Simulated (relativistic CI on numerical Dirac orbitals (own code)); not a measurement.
## Magnetism of Tb2+, 4f9, in a crystal field

Calculated by Dirac-Coulomb-Breit CI, orbitals from a KLI potential per configuration, model QED (radiative potential, 1s self-energy scaled to tabulated hydrogen-like ionisation energies), valence Slater integrals scaled by 0.85, one configuration in a parametric crystal field (own radial code).

Field parameters in Wybourne normalisation. The field is a parameter set, without covalency.

S is read from ⟨S²⟩ = S(S + 1).

Powder χT (cm³ K mol⁻¹) by Van Vleck's formula, with temperature-independent terms:

| Field | 2 K | 5 K | 10 K | 20 K | 50 K | 100 K | 200 K | 300 K |
| --- | --- | --- | --- | --- | --- | --- | --- | --- |
| C2v, B20 = -140, B22 = 170, B40 = -90, B42 = -80, B44 = -170, B60 = 310, B62 = 210, B64 = -240, B66 = -360 cm⁻¹ | 11.3 | 11.6 | 12 | 12.7 | 13.4 | 13.8 | 14 | 14 |
| D3h, B20 = 300, B40 = -220, B60 = 0, B66 = 140 cm⁻¹ | 13.3 | 13.3 | 13.5 | 13.6 | 13.8 | 14 | 14 | 14 |

Question: For D3h, B20 = 300, B40 = -220, B60 = 0, B66 = 140 cm⁻¹: what effective moment follows at 300 K?

Answer: μ_eff = √(8χT) = 10.59 μB. The LS value g√(J(J + 1)) of the free ion's 6H°_15/2 level is 10.65 μB.
